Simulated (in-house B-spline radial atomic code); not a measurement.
Computed with a B-spline radial atomic code. Model: two electrons, singlet ground state, non-relativistic, full CI in B-splines with partial waves to l = 8 (at full coupling up to 3e-4 hartree above the limit, correlation up to 0.6 % small), density held at that of full coupling by Lieb maximisation.

Along the adiabatic connection the electron repulsion is scaled by a coupling λ while a local potential keeps the density fixed. At λ = 0 the system is the Kohn-Sham one and W equals the exchange energy; the exchange-correlation energy is the area under W between 0 and 1. The kinetic energy rises with λ as the electrons avoid each other, with dT/dλ = −λ dW/dλ.

Command:
```bash
python run_ac.py task.json out
```
Settings (lengths in bohr, energies in hartree):
```
potential              dot
strength               1.81
lmax                   8
second                 3
```

Cost of the run: 16 s on 1 thread of Intel(R) Xeon(R) Processor @ 2.30GHz (shared host).

**W = mean repulsion less Hartree energy, and W of three functionals.**

Given: confinement charge in harmonic well; well frequency 1.81 hartree; nuclear charge 3; external potential omega^2 r^2/2 - Z/r.

Computed: PBE exchange minus exact 48.797 millihartree; SCAN exchange minus exact 3.8257 millihartree.

```csv
coupling,W xc (hartree),W xc minus exchange (millihartree),kinetic minus Kohn-Sham (millihartree),LDA (PW92) W minus its exchange (millihartree),PBE W minus its exchange (millihartree),SCAN W minus its exchange (millihartree)
0,-1.9047,0,0,0,0,0
0.02,-1.9066,-1.839,0,-13.41,-2.01,-1.86
0.05,-1.9093,-4.582,0.1,-28,-5.06,-4.59
0.12,-1.9156,-10.905,0.7,-54.89,-12.17,-10.84
0.25,-1.9271,-22.372,2.8,-93.82,-25.28,-22.03
0.4,-1.9399,-35.177,6.9,-130.09,-40.07,-34.37
0.6,-1.9563,-51.576,15.1,-170.45,-59.11,-50.04
0.8,?,?,?,?,?,?
1,-1.987,-82.242,39.6,-235.42,-94.73,-79.08
1.4,-2.0151,-110.35,73.2,-287.76,-127.27,-105.53
2,-2.0531,-148.36,137.6,-351.85,-171.07,-141.25
3,?,?,?,?,?,?
4.5,-2.1724,-267.66,514.3,-527.69,-308.03,-254.66
7,-2.2518,-347.06,964.7,-635.8,-400.74,-332.49
10,-2.3177,-412.99,1519.1,-725.16,-480.56,-399.14
```

**Question.** What belongs in the row 0.8?

**Answer.** W xc (hartree): -1.972; W xc minus exchange (millihartree): -67.249; kinetic minus Kohn-Sham (millihartree): 26.1; LDA (PW92) W minus its exchange (millihartree): -204.97; PBE W minus its exchange (millihartree): -77.32; SCAN W minus its exchange (millihartree): -64.91.

**Question.** What belongs in the row 3?

**Answer.** W xc (hartree): -2.1073; W xc minus exchange (millihartree): -202.58; kinetic minus Kohn-Sham (millihartree): 272.3; LDA (PW92) W minus its exchange (millihartree): -435.06; PBE W minus its exchange (millihartree): -233.27; SCAN W minus its exchange (millihartree): -192.42.

**Question.** What is the LDA exchange minus exact?

**Answer.** 274.42 millihartree.

**Energy parts, natural occupations and partial-wave weights.**

Computed: total energy -6.1099 hartree; exchange energy -1.9047 hartree; correlation energy -0.042688 hartree; kinetic part of the DFT correlation energy 0.039554 hartree; initial slope twice GL2 -0.092145 hartree; kinetic part over minus potential part 0.48094; Lieb Oxford ratio E_xc over LDA exchange 1.1945.

```json
{"natural": "s", "occupation of the shell (electrons)": "1.9954"}
{"natural": "p", "occupation of the shell (electrons)": "?"}
{"natural": "s", "occupation of the shell (electrons)": "0.0013029"}
{"natural": "d", "occupation of the shell (electrons)": "0.00014762"}
{"natural": "p", "occupation of the shell (electrons)": "8.4195e-05"}
{"natural": "s", "occupation of the shell (electrons)": "2.3856e-05"}
```

**Question.** What belongs in the row p?

**Answer.** occupation of the shell (electrons): 0.0030357.

| wave | weight |
| --- | --- |
| s | 0.99834 |
| p | 0.0015636 |
| d | ? |
| f | 1.1526e-05 |
| g | 2.7007e-06 |

**Question.** What belongs in the row d?

**Answer.** weight: 8.1263e-05.

**Question.** What is the Kohn-Sham kinetic?

**Answer.** 9.0864 hartree.

**Question.** What is the Hartree energy?

**Answer.** 3.8095 hartree.

Half-way to full coupling W has made 53 % of its drop, against 50 % for a straight line, and second-order (GL2) theory, half the initial slope, overshoots the correlation energy by about 8 %: correlation is weak here. Over couplings 0 to 1 the errors in E_xc come to about +175 millihartree for LDA, +43 millihartree for PBE, +5.1 millihartree for SCAN, so SCAN is nearest. In LDA and PBE the errors of exchange and correlation have opposite signs, so the sum is smaller than the larger of the two.
